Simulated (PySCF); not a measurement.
Te(Br)(SiH3) (BrH3SiTe), SMILES [SiH3][Te]Br.

Geometry optimised at PBE-D3(BJ)/def2-SVP. This is a generated structure with no PubChem entry under its InChIKey; it may be hypothetical. The def2 effective core potentials stand for the cores of Te; spin–orbit coupling is left out.

Calculation: PySCF 2.14.0 with TDDFT-PBE0/def2-SVPD.

Vertical excitations. The molecule is in vacuum. State labels are in the subgroup Cs.

| state | symmetry | energy (eV) | λ (nm) | f | main pairs |
|---|---|---|---|---|---|
| S1 | A" | 2.10 | 590 | 0.001 | HOMO→LUMO 100 % |
| S2 | A' | 3.60 | 345 | 0.003 | HOMO−1→LUMO 99 % |
| S3 | A" | 4.29 | 289 | 0.007 | HOMO→LUMO+1 71 %, HOMO−2→LUMO 28 % |
| S4 | A" | 4.39 | 282 | 0.000 | HOMO−2→LUMO 71 %, HOMO→LUMO+1 28 % |
| S5 | A' | 5.12 | 242 | 0.009 | HOMO−3→LUMO 93 % |
| S6 | A" | 5.75 | 216 | 0.023 | HOMO→LUMO+2 99 % |
| S7 | A' | 5.97 | 208 | 0.013 | HOMO−1→LUMO+1 60 %, HOMO→LUMO+3 37 % |
| S8 | A" | 6.07 | 204 | 0.000 | HOMO→LUMO+4 94 % |
| S9 | A' | 6.19 | 200 | 0.036 | HOMO−4→LUMO 58 %, HOMO→LUMO+3 19 %, HOMO−6→LUMO 11 % |
| S10 | A" | 6.28 | 197 | 0.002 | HOMO−5→LUMO 99 % |
| T1 | A" | 1.48 | 840 | 0 | HOMO→LUMO 99 % |
| T2 | A' | 3.05 | 407 | 0 | HOMO−1→LUMO 99 % |
| T3 | A" | 3.83 | 324 | 0 | HOMO−2→LUMO 90 % |
| T4 | A" | 3.93 | 315 | 0 | HOMO→LUMO+1 89 % |
Triplets are in the Tamm–Dancoff approximation, which puts them higher than full response would, so one can lie above its singlet here.
